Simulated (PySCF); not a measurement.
Radial density of C+ (carbon, charge +1)

B3LYP, [He] 2s2 2p1, 2P determinant. All numbers are calculated (PySCF 2.14, the non-relativistic Hamiltonian (point nucleus), in def2-SVP (3s2p1d, 14 functions)).

| r (bohr) | 4πr²ρ (e/bohr) | 4πr²(ρα − ρβ) |
| --- | --- | --- |
| 0.00455 | 0.02993 | 0.0000 |
| 0.00765 | 0.08348 | 0.0001 |
| 0.0129 | 0.2274 | 0.0003 |
| 0.0216 | 0.5860 | 0.0007 |
| 0.0364 | 1.378 | 0.0015 |
| 0.0612 | 2.916 | 0.0032 |
| 0.103 | 5.024 | 0.0068 |
| 0.173 | 6.298 | 0.0199 |
| 0.291 | 4.608 | 0.0818 |
| 0.490 | 1.801 | 0.2646 |
| 0.825 | 1.637 | 0.5811 |
| 1.39 | 1.932 | 0.5816 |
| 2.33 | 0.5850 | 0.1785 |
| 3.92 | 0.03209 | 0.0146 |
| 6.60 | 4.601e-05 | 0.0000 |
